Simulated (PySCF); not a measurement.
# Ni (nickel, neutral) across methods

[Ar] 3d10, closed-shell 1S (an excited configuration). All numbers are calculated (PySCF 2.14, scalar relativity by spin-free X2C-1e, in x2c-TZVPPall (6s5p4d2f1g, 64 functions)). The B2PLYP total includes its PT2 part (frozen core); its orbital energies are those of the SCF part.

```
method  E (hartree)  mean ε 3s (eV)  mean ε 3p (eV)  mean ε 3d (eV)  Σ⟨r²⟩ (bohr²)   ⟨S²⟩
   PBE    -1520.269         -102.26         -62.838          -1.606          28.97  0.000
  MN15    -1521.385         -102.29         -65.994          -4.156          27.64  0.000
   UHF  -1518.85748         -125.22         -79.660          -7.116          26.01  0.000
 HSE06    -1520.246         -107.85         -66.822          -2.687          27.98  0.000
B2PLYP    -1520.204         -114.51         -71.857          -4.611          27.27  0.000
r2SCAN    -1520.442         -105.63         -64.754          -1.446          28.56  0.000
  BP86    -1520.760         -102.41         -62.988          -1.789          28.92  0.000
  PBE0    -1520.232         -108.14         -67.165          -3.052          27.96  0.000
```

**Question.** Estimate the same row for LDA.

**Answer.** E (hartree) = -1517.757; mean ε 3s (eV) = -101.73; mean ε 3p (eV) = -62.723; mean ε 3d (eV) = -1.888; Σ⟨r²⟩ (bohr²) = 28.80; ⟨S²⟩ = 0.000.
